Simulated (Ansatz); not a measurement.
Input file for Ansatz (a first-principles code): R-B3LYP/def2-TZVPP on C3H7B (SMILES BCC=C), a point of a torsion scan.

Ansatz 0.2 input:
```yaml
crystal:
  periodic: [false, false, false]
  atoms:
    - {symbol: B, position_ang: [-1.48164418, 0.86124930, 0.65197056]}
    - {symbol: C, position_ang: [-0.65069902, 0.05563501, -0.41281169]}
    - {symbol: C, position_ang: [0.54246697, -0.68120608, 0.10573817]}
    - {symbol: C, position_ang: [1.76080188, -0.17826419, 0.18473080]}
    - {symbol: H, position_ang: [-1.11315135, 0.96746301, 1.75563090]}
    - {symbol: H, position_ang: [-2.47368532, 1.38010253, 0.31320374]}
    - {symbol: H, position_ang: [-0.32091573, 0.79894215, -1.14918787]}
    - {symbol: H, position_ang: [-1.29843648, -0.63047341, -0.96556790]}
    - {symbol: H, position_ang: [0.34710112, -1.67845042, 0.47990891]}
    - {symbol: H, position_ang: [1.98774775, 0.81446290, -0.17015888]}
    - {symbol: H, position_ang: [2.58504829, -0.73480896, 0.59714207]}
basis:
  gaussian:
    orbitals: def2-TZVPP
hamiltonian:
  xc: {name: B3LYP}
scf: {lower_state_search: off}
```

Q: Predict the final total energy.

A: -143.3942 hartree.
